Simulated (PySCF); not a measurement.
Computed shifts of a molecule C4H7FSi, PBE/pcSseg-1 (PySCF), GIAO, gas phase, atoms alike by connectivity averaged where their shifts nearly agree, in ppm (number of nuclei): ¹³C: 157.3 (1), 145.3 (1), 134.4 (1), 131.3 (1). ²⁹Si: -2.3 (1). ¹⁹F: -260.2 (1). ¹H: 7.08 (1), 6.54 (1), 6.19 (1), 6.11 (2), 5.89 (1), 5.79 (1). References: ¹³C against TMS (σ = 182.0 ppm); ²⁹Si against TMS (σ = 335.4 ppm); ¹⁹F against CFCl3 (σ = 133.6 ppm); ¹H against TMS (σ = 31.49 ppm), references at their B3LYP-D3(BJ)/def2-TZVP geometries, non-relativistic. Coordinates come from a B3LYP-D3(BJ)/def2-SVP optimisation. One conformer was computed; it need not be the lowest.

Question: Which molecule gave these data?
A. FC1=C[C@@H]([SiH3])C1
B. C#C[C@@H](C)[SiH2]F
C. C=C/C=C\[SiH2]F
D. C=C[SiH2]/C=C/F

Answer: C, C=C/C=C\[SiH2]F
